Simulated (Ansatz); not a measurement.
Geometry optimisation, Ansatz, RHF/def2-SVP.

Input file:

```yaml
crystal:
  periodic: [false, false, false]
  atoms:
    - { symbol: W, position_ang: [0.0, 0.0, 0.0] }
    - { symbol: Cl, position_ang: [0.0, 0.0, 2.39] }
    - { symbol: H, position_ang: [1.72, 0.0, 0.0] }
    - { symbol: F, position_ang: [0.0, 1.85, 0.0] }
    - { symbol: F, position_ang: [-1.85, 0.0, 0.0] }
    - { symbol: F, position_ang: [0.0, -1.85, 0.0] }
    - { symbol: H, position_ang: [0.0, 0.0, -1.72] }
basis:
  gaussian: { orbitals: def2-SVP }
hamiltonian:
  xc: hf
relax:
  f_tol: 0.02
  max_steps: 40
```

Command:

```bash
$ ansatz run input.yaml --threads 1 --pin off --max-ram 2048MiB --backend cpu --events-out ev --progress --plain --runs-dir out
```

Task: Where does it end, and by what steps?

Result: It converged. After 10 steps the energy has fallen by 1.706 eV; F5 moved furthest, 0.81 Å.

```csv
step,energy less start (eV),largest force component (eV/Å),accepted
0,0.0000,3.052,yes
1,-0.8434,1.216,yes
2,-1.2849,1.807,yes
3,-1.5591,0.718,yes
4,-1.6560,0.529,yes
5,-1.6779,0.216,yes
6,-1.6974,0.311,yes
7,-1.7035,0.165,yes
8,-1.7044,0.255,yes
9,-1.7064,0.052,yes
10,-1.7065,0.012,yes
```

```xyz
7
Properties=species:S:1:pos:R:3
W -0.183 0.000 0.160
Cl 0.802 0.000 2.292
H 1.440 0.000 -0.148
F -0.377 1.807 0.286
F -1.808 0.000 -0.813
F -0.377 -1.807 0.286
H 0.374 0.000 -1.394
```

The run took 25 s on 1 thread of Arm Neoverse V2, on a shared host, peak memory 0.21 GiB.
